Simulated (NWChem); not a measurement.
System: C$_{2}$H$_{6}$ClFSi; SMILES F[C@H]([SiH3])CCl

NWChem printed, in part:

```
             Northwest Computational Chemistry Package (NWChem) 7.3.0
             --------------------------------------------------------

 C1  symmetry detected

                             Geometry "geometry" -> ""
                             -------------------------

 Output coordinates in angstroms (scale by  1.889725989 to convert to a.u.)

  No.       Tag          Charge          X              Y              Z
 ---- ---------------- ---------- -------------- -------------- --------------
    1 F                    9.0000    -1.51941516    -0.31774928     0.14119340
    2 C                    6.0000    -0.22088420    -0.40035417    -0.32970030
    3 Si                  14.0000     0.38504980    -2.19374145    -0.02246234
    4 C                    6.0000     0.63520357     0.64125350     0.34061823
    5 Cl                  17.0000     0.12748801     2.30590713    -0.07256799
    6 H                    1.0000    -0.24024506    -0.20442838    -1.41772028
    7 H                    1.0000     1.74296074    -2.37104456    -0.62174641
    8 H                    1.0000    -0.58001717    -3.13145573    -0.66205427
    9 H                    1.0000     0.44836804    -2.44631439     1.44722970
   10 H                    1.0000     1.68487146     0.53105899     0.03186344
   11 H                    1.0000     0.57488884     0.54849066     1.43430826

 Effective nuclear repulsion energy (a.u.)     283.2756395273

                                 NWChem DFT Module
                                 -----------------

 Summary of "ao basis" -> "ao basis" (spherical)
 ------------------------------------------------------------------------------
       Tag                 Description            Shells   Functions and Types
 ---------------- ------------------------------  ------  ---------------------
 F                           6-31g*                  6       14   3s2p1d
 C                           6-31g*                  6       14   3s2p1d
 Si                          6-31g*                  8       18   4s3p1d
 Cl                          6-31g*                  8       18   4s3p1d
 H                           6-31g*                  2        2   2s

            General Information
            -------------------
          SCF calculation type: DFT
          Wavefunction type:  closed shell.
          No. of atoms     :    11
          No. of electrons :    58
           Alpha electrons :    29
            Beta electrons :    29
          Charge           :     0
          Spin multiplicity:     1
          Use of symmetry is: off; symmetry adaption is: off
          Maximum number of iterations: 150
          AO basis - number of functions:    90
                     number of shells:    46
          Convergence on energy requested:  1.00D-06
          Convergence on density requested:  1.00D-05
          Convergence on gradient requested:  5.00D-04

              XC Information
              --------------
                          KT2 Method XC Functional
                        Slater Exchange Functional  1.072 local
                           KT1 gradient correction  1.000 non-local
            Perdew 1991 LDA Correlation Functional  0.577 local

             Grid Information
             ----------------
          Grid used for XC integration:  medium
          Radial quadrature: Mura-Knowles
          Angular quadrature: Lebedev.
          Tag              B.-S. Rad. Rad. Pts. Rad. Cut. Ang. Pts.
          ---              ---------- --------- --------- ---------
          F                   0.50       49          10.0       434
          C                   0.70       49          10.0       434
          Si                  1.10       88          11.0       590
          Cl                  1.00       88          13.0       590
          H                   0.35       45          13.0       434
          Grid pruning is: on
          Number of quadrature shells:   593
          Spatial weights used:  Erf1

      Superposition of Atomic Density Guess
      -------------------------------------

 Sum of atomic energies:        -925.95012579

      Non-variational initial energy
      ------------------------------

 Total energy =    -927.855852
 1-e energy   =   -1843.243786
 2-e energy   =     632.112295
 HOMO         =      -0.320893
 LUMO         =       0.055078

     ---------------------------------------------
      Total Density - Mulliken Population Analysis
     ---------------------------------------------

    Atom       Charge   Shell Charges
 -----------   ------   -------------------------------------------------------
    1 F    9     9.50   2.00  0.95  3.41  1.01  2.12  0.01
    2 C    6     5.82   2.00  0.69  1.67  0.57  0.83  0.06
    3 Si  14    13.65   2.00  2.00  5.97  0.99  1.72  0.31  0.53  0.11
    4 C    6     6.28   2.00  0.69  1.77  0.68  1.10  0.04
    5 Cl  17    17.24   2.00  2.00  5.98  1.38  3.66  0.54  1.66  0.02
    6 H    1     0.81   0.48  0.34
    7 H    1     1.05   0.47  0.59
    8 H    1     1.05   0.47  0.58
    9 H    1     1.06   0.47  0.59
   10 H    1     0.77   0.46  0.30
   11 H    1     0.78   0.47  0.31

   convergence    iter        energy       DeltaE   RMS-Dens  Diis-err
 ---------------- ----- ----------------- --------- --------- ---------
 d= 0,ls=0.0,diis     1   -937.7839634795 -1.22D+03  1.83D-02  5.16D-01
 d= 0,ls=0.0,diis     2   -937.6578583052  1.26D-01  1.07D-02  1.84D+00
 d= 0,ls=0.0,diis     3   -937.8637814498 -2.06D-01  1.65D-03  2.06D-02
 d= 0,ls=0.0,diis     4   -937.8653190434 -1.54D-03  7.80D-04  5.14D-03
 d= 0,ls=0.0,diis     5   -937.8657783271 -4.59D-04  2.44D-04  5.36D-04
  Resetting Diis
 d= 0,ls=0.0,diis     6   -937.8658496942 -7.14D-05  4.22D-05  1.24D-05
 d= 0,ls=0.0,diis     7   -937.8658516970 -2.00D-06  1.72D-05  6.13D-07
 d= 0,ls=0.0,diis     8   -937.8658515991  9.79D-08  9.74D-06  1.39D-06

[...]
```

Level: KT2/6-31G* (spherical d). The geometry was optimised at PBE0/def2-SVP.

### Question
Reconstruct the input file.

### Answer
This is not unique; one that fits is the input that was run:
```
start job
memory heap 200 mb stack 900 mb global 1100 mb
geometry units angstroms noautoz
  F     -1.553591    -0.347603     0.103949
  C     -0.237104    -0.383377    -0.320703
  Si     0.408660    -2.165526    -0.029631
  C      0.563995     0.666564     0.402501
  Cl     0.023861     2.325166     0.006440
  H     -0.222885    -0.163888    -1.404295
  H      1.791810    -2.291419    -0.582394
  H     -0.505395    -3.115370    -0.723922
  H      0.426232    -2.448897     1.435698
  H      1.626836     0.592652     0.130139
  H      0.467016     0.547819     1.491030
end
basis spherical
  * library 6-31g*
end
dft
  xc kt2
  iterations 150
  mulliken
end
task dft energy
```
